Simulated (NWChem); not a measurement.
System: C$_{4}$H$_{3}$FS; SMILES c1cc(F)cs1

Input file for NWChem:

```
start job
memory heap 200 mb stack 900 mb global 1100 mb
geometry units angstroms noautosym nocenter noautoz
  F     -0.257525    -2.316364     0.000000
  C     -0.065798    -1.003752     0.000000
  C      1.234047    -0.430008     0.000000
  C      1.168927     0.937137     0.000000
  S     -0.450969     1.505227     0.000000
  C     -1.084487    -0.090593     0.000000
  H      2.153937    -1.014774     0.000000
  H      1.995726     1.646139     0.000000
  H     -2.154484    -0.287059     0.000000
end
basis spherical
  * library 6-31g*
end
dft
  xc xcamb88 1.00 lyp 0.81 vwn_5 0.19 hfexch 1.00
  cam 0.33 cam_alpha 0.19 cam_beta 0.46
  iterations 150
end
property
  efieldgrad
end
task dft property
```

Parts of the log:

```
             Northwest Computational Chemistry Package (NWChem) 7.3.0
             --------------------------------------------------------

                             Geometry "geometry" -> ""
                             -------------------------

 Output coordinates in angstroms (scale by  1.889725989 to convert to a.u.)

  No.       Tag          Charge          X              Y              Z
 ---- ---------------- ---------- -------------- -------------- --------------
    1 F                    9.0000    -0.25752500    -2.31636400     0.00000000
    2 C                    6.0000    -0.06579800    -1.00375200     0.00000000
    3 C                    6.0000     1.23404700    -0.43000800     0.00000000
    4 C                    6.0000     1.16892700     0.93713700     0.00000000
    5 S                   16.0000    -0.45096900     1.50522700     0.00000000
    6 C                    6.0000    -1.08448700    -0.09059300     0.00000000
    7 H                    1.0000     2.15393700    -1.01477400     0.00000000
    8 H                    1.0000     1.99572600     1.64613900     0.00000000
    9 H                    1.0000    -2.15448400    -0.28705900     0.00000000

 Effective nuclear repulsion energy (a.u.)     271.0330483857

                              NWChem Property Module
                              ----------------------

  itol2e modified to match energy
  convergence criterion.

                                 NWChem DFT Module
                                 -----------------

 Summary of "ao basis" -> "ao basis" (spherical)
 ------------------------------------------------------------------------------
       Tag                 Description            Shells   Functions and Types
 ---------------- ------------------------------  ------  ---------------------
 F                           6-31g*                  6       14   3s2p1d
 C                           6-31g*                  6       14   3s2p1d
 S                           6-31g*                  8       18   4s3p1d
 H                           6-31g*                  2        2   2s

  itol2e modified to match energy
  convergence criterion.

            General Information
            -------------------
          SCF calculation type: DFT
          Wavefunction type:  closed shell.
          No. of atoms     :     9
          No. of electrons :    52
           Alpha electrons :    26
            Beta electrons :    26
          Charge           :     0
          Spin multiplicity:     1
          Use of symmetry is: off; symmetry adaption is: off
          Maximum number of iterations: 150
          AO basis - number of functions:    94
                     number of shells:    44
          Convergence on energy requested:  1.00D-07
          Convergence on density requested:  1.00D-05
          Convergence on gradient requested:  5.00D-04

              XC Information
              --------------
                     Hartree-Fock (Exact) Exchange  1.000
                   CAM-Becke88 Exchange Functional  1.000
                      VWN V Correlation Functional  0.190 local
              Lee-Yang-Parr Correlation Functional  0.810

           Range-Separation Parameters
           ---------------------------
           Alpha           :  0.19
           Beta            :  0.46
           Gamma           :  0.33
           Short-Range HF  :     F

[...]

          -----------------------
          Electric field gradient
          -----------------------

 1 a.u. = 0.324123 10**(16) esu/cm**3  ( or statvolts/cm**2 ) = 0.97174 10**(22) v/m**2

 ------------------------------------------------------------
   Atom      X         Y         Z
 ------------------------------------------------------------
    1 F   -0.48665  -4.37729   0.00000
 ------------------------------------------------------------

 Electric field gradient in molecular frame (a.u.)
         XX             YY             ZZ             XY             XZ             YZ
 ------------------------------------------------------------------------------------------
        1.444928      -2.691509       1.246581      -0.593581       0.000000      -0.000000

 Principal components (a.u.) and orientation
 of principal axis w.r.t. absolute frame                      Asymmetry parameter eta
 --------------------------------------------------------------------------------------
       -2.775003       1.528422       1.246581                       0.101564

        0.139290       0.990252      -0.000000
        0.990252      -0.139290      -0.000000
        0.000000       0.000000       1.000000

 ------------------------------------------------------------
   Atom      X         Y         Z
 ------------------------------------------------------------
    2 C   -0.12434  -1.89682   0.00000
 ------------------------------------------------------------

 Electric field gradient in molecular frame (a.u.)
         XX             YY             ZZ             XY             XZ             YZ
 ------------------------------------------------------------------------------------------
        0.316457      -0.325031       0.008574      -0.103113       0.000000      -0.000000

 Principal components (a.u.) and orientation
 of principal axis w.r.t. absolute frame                      Asymmetry parameter eta
 --------------------------------------------------------------------------------------
       -0.341198       0.332624       0.008574                       0.949742

        0.154897       0.987931      -0.000000
        0.987931      -0.154897       0.000000
        0.000000       0.000000       1.000000

 ------------------------------------------------------------
   Atom      X         Y         Z
 ------------------------------------------------------------
    3 C    2.33201  -0.81260   0.00000
 ------------------------------------------------------------

 Electric field gradient in molecular frame (a.u.)
         XX             YY             ZZ             XY             XZ             YZ
 ------------------------------------------------------------------------------------------
        0.056565       0.089830      -0.146396      -0.011325       0.000000      -0.000000

 Principal components (a.u.) and orientation
 of principal axis w.r.t. absolute frame                      Asymmetry parameter eta
 --------------------------------------------------------------------------------------
       -0.146396       0.093320       0.053076                       0.274896

       -0.000000      -0.294454       0.955666
        0.000000       0.955666       0.294454
        1.000000      -0.000000       0.000000

 ------------------------------------------------------------
   Atom      X         Y         Z
 ------------------------------------------------------------
    4 C    2.20895   1.77093   0.00000
 ------------------------------------------------------------

 Electric field gradient in molecular frame (a.u.)
         XX             YY             ZZ             XY             XZ             YZ
 ------------------------------------------------------------------------------------------
       -0.082032       0.165357      -0.083325       0.100675      -0.000000       0.000000

 Principal components (a.u.) and orientation
 of principal axis w.r.t. absolute frame                      Asymmetry parameter eta
 --------------------------------------------------------------------------------------
        0.201149      -0.117824      -0.083325                       0.171509

        0.334976       0.942227      -0.000000
        0.942227      -0.334976       0.000000
        0.000000       0.000000       1.000000

 ------------------------------------------------------------
   Atom      X         Y         Z
 ------------------------------------------------------------
    5 S   -0.85221   2.84447   0.00000
 ------------------------------------------------------------

 Electric field gradient in molecular frame (a.u.)
         XX             YY             ZZ             XY             XZ             YZ
 ------------------------------------------------------------------------------------------
       -1.465476      -0.152284       1.617760      -0.819292      -0.000000       0.000000

 Principal components (a.u.) and orientation
 of principal axis w.r.t. absolute frame                      Asymmetry parameter eta
 --------------------------------------------------------------------------------------
       -1.858812       1.617760       0.241052                       0.740638

        0.901490      -0.000000      -0.432799
        0.432799       0.000000       0.901490
        0.000000       1.000000      -0.000000

 ------------------------------------------------------------
   Atom      X         Y         Z
 ------------------------------------------------------------
    6 C   -2.04938  -0.17120   0.00000
 ------------------------------------------------------------

 Electric field gradient in molecular frame (a.u.)
         XX             YY             ZZ             XY             XZ             YZ
 ------------------------------------------------------------------------------------------
        0.106284      -0.124269       0.017984      -0.081887       0.000000      -0.000000

[...]
```

Level: CAM-B3LYP/6-31G* (spherical d). Structure relaxed at the PBE0/def2-SVP level. NWChem prints the field gradient with the sign opposite to the second derivative of the potential.
